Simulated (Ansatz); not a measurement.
`[F][AlH][SbH2]` + H–F → `[F][AlH][F]` + stibine at 500 K and 1 bar (cleavage of the Al–Sb bond).

Program: Ansatz. Geometries: PBE0-D4/def2-TZVP. ΔE: electronic, gas phase. CCSD(T)/CBS adds triple-zeta CCSD(T) − MP2 to the extrapolated MP2 energy (def2 sets, frozen cores). This one scheme is used for every species. Elements past krypton have def2 core potentials. For Sb outer-core shells are correlated without core-valence functions, which leaves a few kJ/mol of doubt a bond.

```json
{"species": "`[F][AlH][SbH2]`", "CCSD(T)/CBS energy (Eh)": "-583.69641", "H − E (kJ/mol)": "96.0", "S (J/(mol·K))": "380.4"}
{"species": "H–F", "CCSD(T)/CBS energy (Eh)": "-100.39570", "H − E (kJ/mol)": "39.4", "S (J/(mol·K))": "188.7"}
{"species": "`[F][AlH][F]`", "CCSD(T)/CBS energy (Eh)": "-442.35155", "H − E (kJ/mol)": "55.5", "S (J/(mol·K))": "295.8"}
{"species": "`[SbH3]`", "CCSD(T)/CBS energy (Eh)": "-241.78682", "H − E (kJ/mol)": "70.2", "S (J/(mol·K))": "256.6"}
```

H − E and S are ideal-gas, rigid-rotor, harmonic terms from PBE0-D4/def2-TZVP, for one conformer and one mirror image of each species. 1 Eh = 2625.50 kJ/mol, R = 8.31446 J/(mol·K).

Question: By hand: ΔE, ΔH, ΔS and ΔG.

Answer: ΔE = (-442.35155) + (-241.78682) − (-583.69641) − (-100.39570) = -0.04626 Eh = -121.5 kJ/mol. Δ(H − E) = 55.5 + 70.2 − 96.0 − 39.4 = -9.7, so ΔH = -131.2 kJ/mol. ΔS = 295.8 + 256.6 − 380.4 − 188.7 = -16.7 J/(mol·K). ΔG = -131.2 − 500 × (-16.7)/1000 = -122.8 kJ/mol.

Question: By hand: the equilibrium constant, and the temperature at which ΔG would vanish if ΔH and ΔS stayed fixed.

Answer: log₁₀ K = −ΔG/(RT ln 10) = 12.8. ΔG = 0 at ΔH/ΔS = 7856 K, far beyond where these terms or the molecules hold.

ΔH outweighs TΔS. A doubt of 5 kJ/mol in ΔE shifts log₁₀ K by 0.5 here. Other conformers and mirror images would add mixing entropy, several J/(mol·K) or more a flexible species. These are equilibria of isolated gas molecules and say nothing of rates. Largest T1 diagnostic: 0.014 (customary marks: 0.02 for closed shells, 0.045 for open ones).
